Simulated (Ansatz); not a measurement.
Molecule: sum formula SiN$_{3}$H$_{7}$F (charge +1, singlet). It need not be the lowest isomer of its formula. SMILES: N[Si](N)([NH3+])F
Coordinates optimised at B3LYP-D3(BJ)/def2-TZVP (Ansatz, a quantum-chemistry and plane-wave program):
```xyz
12

Si    -0.1755     0.0560     0.0456
F     -0.3357    -0.8294     1.3445
N      1.6208    -0.4628    -0.3025
N     -0.0578     1.7150     0.1642
N     -1.1493    -0.5059    -1.1792
H      2.2604    -0.2273     0.4597
H      1.9805    -0.0231    -1.1512
H      0.5991     2.2040     0.7543
H     -0.8548     2.2978    -0.0505
H     -1.3755     0.0217    -2.0080
H     -1.7078    -1.3414    -1.0870
H      1.6803    -1.4750    -0.4335
```
Charge +1, spin multiplicity 1.

Parts of the frozen-core correlation energy in cc-pV(D+d)Z (Ansatz, hartree). Frozen orbitals: 9; correlated occupied orbitals by spin: 16 and 16; virtual: 89 and 89. Spin-orbit coupling is left out. No relativistic terms.

```csv
term,value
reference (HF),-555.77124
MP2 opposite-spin,[?]
MP2 same-spin,[?]
CCSD correlation,-0.83435
(T),[?]
T1 diagnostic,0.010
largest doubles amplitude,0.021
```

**Question.** Complete the blanks.

**Answer.** 
- MP2 opposite-spin, value: -0.59277
- MP2 same-spin, value: -0.20184
- (T), value: -0.01836
